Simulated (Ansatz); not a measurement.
```tsv
atom	x (Å)	y (Å)	z (Å)
C	-0.0229	0.0238	-0.7029
C	0.0451	-0.0141	0.6490
H	0.0071	-0.9752	-1.2178
H	-0.0247	0.8992	-1.2697
H	0.0182	-0.9572	1.2018
H	0.0414	0.9100	1.2587
```

Basis set: STO-3G (spherical functions). Correlated methods keep 2 orbitals frozen. Charge 0, multiplicity 1.

Computed with Ansatz (development build ahead of 0.2.0); each method stands on the lowest determinant of its kind that the runs found. Restricted open shells among the atoms or ions are ROHF, correlated in semicanonical orbitals with singles.

The atomization energy at this shape (free ground-state atoms in the same class of orbitals less the molecule, no zero-point energy) of singlet C₂H₄:

```json
{"method": "RHF-MP2", "atomization energy": "2383.5 kJ/mol"}
```

Question: What does RHF give?

Answer: 2106.0 kJ/mol.

This basis has no polarisation functions and is too small for such energies, which can lie far from measured ones in either direction.
